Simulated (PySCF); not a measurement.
## How methods differ on the ionisation energy of Ta³⁴⁺

Ta³⁴⁺ [Kr] 4d3 [4d3/2^3, M_J = 3/2] → Ta³⁵⁺ [Kr] 4d2 [4d3/2^2, M_J = 2], as a difference of total energies. Calculation: PySCF 2.14, in an even-tempered Gaussian basis (17 s from 3.5 bohr⁻², ratio 2.8; 14 p from 4.6 bohr⁻², ratio 2.8; 9 d from 4.6 bohr⁻², ratio 2.8; 3 f from 17 bohr⁻², ratio 3); the two-component X2C-1e Hamiltonian. Correlated levels: [Ar] 3d10 frozen; the 92 highest virtual spinors dropped. "Screened" scales the spin-orbit matrix elements by Boettger's factors to mimic the two-electron term; Breit and QED terms are absent.

```
                    method  ionisation energy (eV)
           GHF (spin-free)                  1428.5
          GMP2 (spin-free)                  1428.5
 GHF (screened spin-orbit)                  1434.0
GMP2 (screened spin-orbit)                  1434.6
```

Breit and QED terms and the two-electron picture change are absent.

The spin-free rows relax to the high-spin LS determinant and lack the spin-orbit shift.

The labels give the starting determinants; with spin-orbit coupling the two ends relaxed to ⟨J²⟩ = 3.80, ⟨L²⟩ = 8.01, ⟨S²⟩ = 2.18 and ⟨J²⟩ = 6.02, ⟨L²⟩ = 10.28, ⟨S²⟩ = 1.58.

For comparison: 1434 ± 5 eV (theoretical estimate listed by NIST; NIST Atomic Spectra Database, ionization energies).
